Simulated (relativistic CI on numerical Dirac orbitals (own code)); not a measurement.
Method of calculation: Dirac-Coulomb-Breit CI, orbitals from a KLI potential per configuration, model QED (radiative potential, 1s self-energy scaled to tabulated hydrogen-like ionisation energies), unscaled Slater integrals (own radial code, finite nucleus).

The strongest absorption lines from the ground level of an ion, among the configurations computed and to levels below about 461 eV (vacuum wavelength in nm, gf): 5.8622 (5.5), 6.0770 (1.6), 6.3379 (4.6), 6.4191 (1.6), 7.0909 (0.62), 7.5249 (0.78), 7.9355 (0.93), 8.1253 (0.64).

Q: Which ion is it?
A. Yb33+
B. Ho32+
C. Gd27+
D. Ho30+

A: D. Ho30+ has 37 electrons and the ground level 4s²4p⁶4d ²D3/2; the strongest line goes to 4s²4p⁵4d² ²D°3/2. The pattern of lines fixes the number of electrons, and along that sequence the line energies rise steadily with the charge (about as its square where n changes within one kind of shell, about linearly where n is kept but much faster in heavy ions where fine structure, which grows about as Z⁴, sets the gap, and irregularly where shells cross), which fixes Z. Configurations outside the model, such as inner-shell arrays, can give stronger lines. At this charge energies of transitions that change n are usually good to better than 1 %, and those within a shell (Δn = 0) to a few per cent.

LS names give the leading component of a level, which can be under half, so a name can repeat, a term be missing and a line seem to break the LS rules.
